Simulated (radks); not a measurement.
Results of a calculation; reference values are marked as such.
Question: The mean radii <r> (bohr) of the occupied orbitals of an atom or ion are listed with their occupations. Code: a radial shooting solver on a logarithmic mesh with Libxc functionals. Model: scalar-relativistic Kohn-Sham, LDA (Slater exchange, VWN5 correlation), spin-polarised, spherical densities, finite nucleus; Fermi nuclear charge, rms radius of each element as measured or else 0.836 A^(1/3) + 0.57 fm.

orbital  occ.      <r>
1s up       1  0.01965
1s down     1  0.01965
2s up       1  0.08161
2s down     1  0.08165
2p up       3  0.07217
2p down     2  0.07222

Name the element and its charge. Open shells, if any, are filled with parallel spins first.

Answer: Z = 70, ytterbium, charge +61: Yb61+ in [He] 2s2 2p5. The 1s radius gives Z: for a bare nucleus <r> = (2 gamma + 1)/(2Z) with gamma = sqrt(1 - (Z/c)^2), 0.01942 bohr for Z = 70, and screening makes it slightly larger (0.01965 here). The occupations add up to 9, and the charge is Z minus that.
